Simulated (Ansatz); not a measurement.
HMoO₃, SMILES [O]=[Mo+](=[O])[OH], charge +1, multiplicity 1.

Coordinates come from a PBE0-D3(BJ)/def2-SVP optimisation. The spin state was assumed, not searched. The isomer is the one that the SMILES or the coordinates give; other isomers of the formula were not compared. The def2 effective core potentials stand for the cores of Mo; spin–orbit coupling is left out. One conformer was computed; it need not be the lowest.

Two levels are set side by side: PBE/def2-SVPD (Ansatz, a first-principles code) and PBE0/def2-SVPD (Ansatz). Energy differences of separate SCF runs at the same geometry; the states with an electron removed or added have multiplicity 2 and 2. Differences are taken from unrounded values.

```tsv
quantity	PBE0	PBE	PBE minus PBE0
vertical ionisation energy (eV)	18.09	17.94	-0.15
vertical electron affinity (eV)	8.65	8.28	-0.37
vertical singlet–triplet gap (eV)	2.47	2.79	0.32
```
